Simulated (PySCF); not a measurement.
**Correlation energy of Kr+ (krypton, charge +1)**

[Ar] 3d10 4s1 4p5 5s1, high-spin 4P determinant (an excited configuration). Calculation: PySCF 2.14, in aug-cc-pVQZ-PP with ECP10MDF; a scalar-relativistic core potential. Frozen: 3s2 3p6 3d10; 7 electrons correlated.

MP2 pair energies summed by pair of shells (mhartree):

```tsv
pair	energy	share (%)
4p-4p	-146.98	67.9
4p-5s	-50.66	23.4
4s-4p	-18.47	8.5
4s-5s	-0.42	0.2
```

Total MP2 correlation energy: -216.54 mhartree.

Same-spin part -38.91 and opposite-spin part -177.63 mhartree; SCS-MP2 scales them by 1/3 and 6/5 to -226.13 mhartree.
